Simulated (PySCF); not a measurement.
Te(Cl)(SiH3) (ClH₃SiTe), SMILES [SiH3][Te]Cl. Atoms are numbered in the order given.

```xyz
6

Te     0.6812     0.1128     0.0000
Cl    -1.1907     1.5976     0.0000
Si    -0.8464    -1.8742     0.0000
H     -1.6958    -1.8613     1.2237
H      0.0588    -3.0630     0.0000
H     -1.6958    -1.8613    -1.2237
```

The structure is a stationary point at PBE0-D3(BJ)/def2-SVP. The def2 effective core potentials stand for the cores of Te; spin–orbit coupling is left out.

These are B3LYP/def2-TZVPD (PySCF) values and carry that method's errors.

Mulliken values depend strongly on the basis, most of all with diffuse functions as here. ESP charges are fitted to the potential on shells at 1.4 to 2.0 van der Waals radii. Atomic charges (e):

```tsv
atom	ESP fit	Mulliken
Te1	0.08	0.25
Cl2	-0.15	-0.31
Si3	0.00	0.28
H4	0.01	-0.07
H5	0.04	-0.09
H6	0.01	-0.07
```
